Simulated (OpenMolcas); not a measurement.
# What dynamic correlation does to the levels of Au+

```json
{"Program": "OpenMolcas", "Basis": "ANO-R2 [8s6p5d3f1g]", "Scalar Hamiltonian": "X2C, finite nucleus", "Active space": "10 electrons in 6 orbitals (5d 6s)", "State averaging": "2S+1 = 1 even, 6 roots; 2S+1 = 3 even, 5 roots kept (CI in the orbitals of an earlier block)", "Spin-orbit coupling": "state interaction with AMFI integrals over the reference wave functions, term energies averaged over their components"}
```

Methods on the same reference wave functions:
A. CASSCF
B. SS-CASPT2, IPEA 0.25 Eh, imaginary shift 0.1 Eh (closed shells correlated: 5s 5p)

Energies in cm⁻¹ above 5d¹⁰ ¹S₀, the measured ground level; measured values from NIST Handbook of Basic Atomic Spectroscopic Data.

| Level | A | B | Measured |
| --- | --- | --- | --- |
| 5d¹⁰ ¹S₀ | 0.0 | 0.0 | 0.0 |
| 5d⁹ 6s ³D₃ | 10059 | 13300 | 15040 |
| 5d⁹ 6s ³D₂ [58 %] | 13083 | 15650 | 17641 |
| 5d⁹ 6s ³D₁ | 22520 | 25760 | 27766 |
| 5d⁹ 6s ¹D₂ [58 %] | 25642 | 27820 | 29621 |

Deviations, from unrounded energies. A percentage is the sum of absolute deviations over the sum of measured energies, with the sign that they share, or ± where signs differ.

| Against measurement | Levels | A | B |
| --- | --- | --- | --- |
| mean absolute deviation (cm-1) | 4 | 4700 | 1900 |
| other configurations (%) | 4 | -20.8 | -8.4 |

B lies closest to measurement on these levels. The largest miss of B in the table is 5d⁹ 6s ³D₁, by -2000 cm-1. The ranking rests on the paired levels alone, and a cruder setting can come out closer through cancelling errors.

The lowest spin-free term lies below A's lowest term by 0.570 hartree in B.

Term energies are means over components that CASPT2 splits; among the terms shown or strongly mixed into the levels shown the widest spread is 45 cm-1 (5d⁹ 6s ¹D, B). Terms from blocks run as CI alone lack orbitals of their own. A single d shell beside an s shell can misplace configurations of different d count against each other. Without dynamic correlation excited terms often stand tens of per cent too high (terms of higher spin than the ground term too low), and those without a measured partner can miss by more than the paired ones (holds for A). Computed and measured levels are paired by configuration, term and J; levels that our copy of the source lacks, or whose pairing is in doubt (as where it misses far off the trend of its configuration), stay unpaired and out of the deviations. Where the source uses jj or jK labels, the order within each J decides. Levels of configurations outside the active space are missing.

A share in square brackets marks a mixed level and gives the weight of the term that names it, the lowest over the columns.
